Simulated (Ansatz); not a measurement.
Geometry optimisation, RKS PBE-D4/def2-SVP (Ansatz 0.2.0).

The input (input.yaml):

```yaml
crystal:
  periodic: [false, false, false]
  atoms:
    - { symbol: Ti, position_ang: [-0.57941, 0.162286, -0.691329] }
    - { symbol: Cl, position_ang: [0.202093, 1.528515, 2.514159] }
    - { symbol: "N", position_ang: [0.965248, -0.514458, 0.104229] }
    - { symbol: H, position_ang: [1.322259, -1.473777, 0.005337] }
    - { symbol: H, position_ang: [1.654517, 0.072528, 0.591773] }
    - { symbol: F, position_ang: [-0.461715, 1.879559, -0.995837] }
    - { symbol: F, position_ang: [-1.004839, -0.794355, -2.091964] }
    - { symbol: P, position_ang: [-2.44784, -0.202283, 0.831275] }
    - { symbol: H, position_ang: [-2.676663, -1.462428, 0.160198] }
    - { symbol: H, position_ang: [-1.781468, -0.843256, 1.937127] }
    - { symbol: H, position_ang: [-0.174581, 0.335569, 2.022332] }
basis:
  gaussian: { orbitals: def2-SVP }
hamiltonian:
  xc: pbe
  dispersion: d4
relax:
  f_tol: 0.03
  max_steps: 50
```

Command:

```bash
$ ansatz run input.yaml --threads 4 --pin off --max-ram 5120MiB --backend cpu --events-out ev --progress --plain --runs-dir out
```

Problem. Where does it end, and by what steps?

Solution. The run converged. After 12 steps the energy has fallen by 0.120 eV; H11 moved furthest, 0.66 Å.

| step | energy less start (eV) | largest force component (eV/Å) | accepted |
| --- | --- | --- | --- |
| 0 | 0.0000 | 0.726 | yes |
| 1 | -0.0391 | 0.635 | yes |
| 2 | -0.0450 | 0.590 | yes |
| 3 | -0.0312 | 0.611 | no |
| 4 | -0.0632 | 0.240 | yes |
| 5 | -0.0744 | 0.222 | yes |
| 6 | -0.0900 | 0.435 | yes |
| 7 | -0.1040 | 0.263 | yes |
| 8 | -0.1100 | 0.353 | yes |
| 9 | -0.1058 | 0.370 | no |
| 10 | -0.1164 | 0.184 | yes |
| 11 | -0.1186 | 0.101 | yes |
| 12 | -0.1196 | 0.016 | yes |

```xyz
11
Properties=species:S:1:pos:R:3
Ti -0.640 0.161 -0.639
Cl 0.041 1.333 2.721
N 0.934 -0.399 0.276
H 1.158 -1.397 0.393
H 1.810 0.142 0.247
F -0.515 1.847 -1.057
F -0.929 -0.849 -2.036
P -2.603 -0.222 0.809
H -2.892 -1.422 0.053
H -1.805 -0.924 1.781
H 0.458 0.417 1.838
```

Whether the end is a true minimum wasn't checked by a vibrational analysis.

Run time: 31 s on 4 threads of Arm Neoverse V2, on a shared host, peak memory 0.22 GiB.
